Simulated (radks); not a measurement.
Q: Radial electron density D(r) = 4 pi r^2 rho(r) of an atom or ion with 31 electrons. Calculated with a radial shooting solver on a logarithmic mesh with Libxc functionals: scalar-relativistic Kohn-Sham, exchange-only LDA, spin-polarised, spherical densities, point nucleus.

```
   r/bohr * D(r) (the largest magnitude, 45.5, reaches the edge; | marks zero)
 0.004098 |    *
 0.004809 |      *
 0.005689 |        *
 0.006676 |          *
 0.007834 |             *
 0.009194 |                *
  0.01079 |                    *
  0.01266 |                         *
  0.01486 |                              *
  0.01744 |                                   *
  0.02046 |                                       *
  0.02401 |                                           *
  0.02818 |                                              *
  0.03307 |                                              *
   0.0388 |                                              *
  0.04554 |                                           *
  0.05344 |                                        *
  0.06271 |                                      *
  0.07418 |                                      *
  0.08705 |                                        *
   0.1022 |                                             *
   0.1199 |                                                   *
   0.1407 |                                                      *
   0.1651 |                                                     *
   0.1937 |                                               *
   0.2274 |                                       *
   0.2668 |                               *
   0.3131 |                           *
   0.3674 |                            *
   0.4312 |                               *
    0.506 |                                  *
   0.5938 |                                *
   0.6968 |                          *
   0.8177 |                   *
   0.9673 |            *
    1.135 |       *
    1.332 |    *
    1.563 |  *
    1.835 |  *
    2.153 | *
    2.526 |*
    2.965 |*
    3.479 *
    4.083 *
    4.791 *
    5.623 *
    6.598 *
    7.743 *
    9.086 *
    10.66 *
    12.61 *
     14.8 *
    17.37 *
    20.38 *
    23.92 *
    28.07 *
```

What is the nuclear charge?

A: Z = 32. The innermost maximum, from 1s, lies near gamma/Z bohr with gamma = sqrt(1 - (Z/c)^2) = 0.972, here 0.0304 bohr (found: 0.0328), and its height grows with Z. The density is that of the germanium ion Ge+ in [Ar] 3d10 4s2 4p0.75 4f0.25; the configuration itself is not fixed sharply by these data, and Z only to about a unit. D(r) has 4 maxima, at r = 0.0328, 0.149, 0.518, 11.3 bohr, and minima at 0.0696, 0.326, 6.49 bohr, inside which lie 2.09, 10.96, 30.76 electrons.
